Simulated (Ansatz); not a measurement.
Geometry optimisation, RKS PBE/def2-SVP (Ansatz).

The input (input.yaml):

```yaml
crystal:
  periodic: [false, false, false]
  atoms:
    - { symbol: Mo, position_ang: [0.205914, 0.258502, -0.275363] }
    - { symbol: F, position_ang: [0.794994, -0.191794, 2.60742] }
    - { symbol: F, position_ang: [1.756644, -0.699275, 0.092057] }
    - { symbol: F, position_ang: [-0.661437, 1.791687, -0.889422] }
    - { symbol: F, position_ang: [-1.162815, 0.406396, 1.009622] }
    - { symbol: F, position_ang: [-0.512857, -1.456672, -0.394765] }
    - { symbol: Cl, position_ang: [0.746287, 0.09871, -2.504732] }
    - { symbol: S, position_ang: [1.487172, 1.950379, 0.739155] }
    - { symbol: H, position_ang: [2.464532, 1.178074, 1.293593] }
    - { symbol: H, position_ang: [0.215868, 0.537993, 2.524634] }
basis:
  gaussian: { orbitals: def2-SVP }
hamiltonian:
  xc: pbe
relax:
  f_tol: 0.03
  max_steps: 50
```

Run as:

```bash
$ ansatz run input.yaml --threads 4 --pin off --max-ram 5120MiB --backend cpu --events-out ev --progress --plain --runs-dir out
```

Where does it end, and by what steps?

The run converged. After 30 steps the energy has fallen by 0.437 eV; F2 moved furthest, 1.33 Å.

```json
{"step": "0", "energy less start (eV)": "0.0000", "largest force component (eV/Å)": "0.454", "accepted": "yes"}
{"step": "2", "energy less start (eV)": "-0.0633", "largest force component (eV/Å)": "1.842", "accepted": "no"}
{"step": "4", "energy less start (eV)": "-0.1286", "largest force component (eV/Å)": "0.588", "accepted": "yes"}
{"step": "6", "energy less start (eV)": "-0.1997", "largest force component (eV/Å)": "0.166", "accepted": "yes"}
{"step": "8", "energy less start (eV)": "-0.1954", "largest force component (eV/Å)": "1.052", "accepted": "no"}
{"step": "10", "energy less start (eV)": "-0.2584", "largest force component (eV/Å)": "0.186", "accepted": "yes"}
{"step": "12", "energy less start (eV)": "-0.2741", "largest force component (eV/Å)": "0.195", "accepted": "yes"}
{"step": "14", "energy less start (eV)": "-0.2782", "largest force component (eV/Å)": "0.051", "accepted": "yes"}
{"step": "16", "energy less start (eV)": "-0.2860", "largest force component (eV/Å)": "0.258", "accepted": "yes"}
{"step": "18", "energy less start (eV)": "-0.3161", "largest force component (eV/Å)": "0.416", "accepted": "yes"}
{"step": "20", "energy less start (eV)": "-0.3588", "largest force component (eV/Å)": "0.309", "accepted": "yes"}
{"step": "22", "energy less start (eV)": "-0.3938", "largest force component (eV/Å)": "0.229", "accepted": "yes"}
{"step": "24", "energy less start (eV)": "-0.4172", "largest force component (eV/Å)": "0.330", "accepted": "yes"}
{"step": "26", "energy less start (eV)": "-0.4328", "largest force component (eV/Å)": "0.115", "accepted": "yes"}
{"step": "28", "energy less start (eV)": "-0.4364", "largest force component (eV/Å)": "0.070", "accepted": "yes"}
{"step": "30", "energy less start (eV)": "-0.4369", "largest force component (eV/Å)": "0.015", "accepted": "yes"}
```

```xyz
10
Properties=species:S:1:pos:R:3
Mo 0.309 0.120 -0.551
F 0.911 0.942 3.288
F 1.334 -1.429 -0.499
F -0.953 1.463 -0.795
F -0.216 -0.109 1.282
F -1.121 -1.042 -0.854
Cl 1.187 0.607 -2.582
S 1.944 1.509 0.405
H 1.630 1.384 1.753
H 0.310 0.429 2.754
```

Whether the end is a true minimum wasn't checked by a vibrational analysis.

Run time: 90 s on 4 threads of Arm Neoverse V1, on a shared host, peak memory 0.23 GiB.
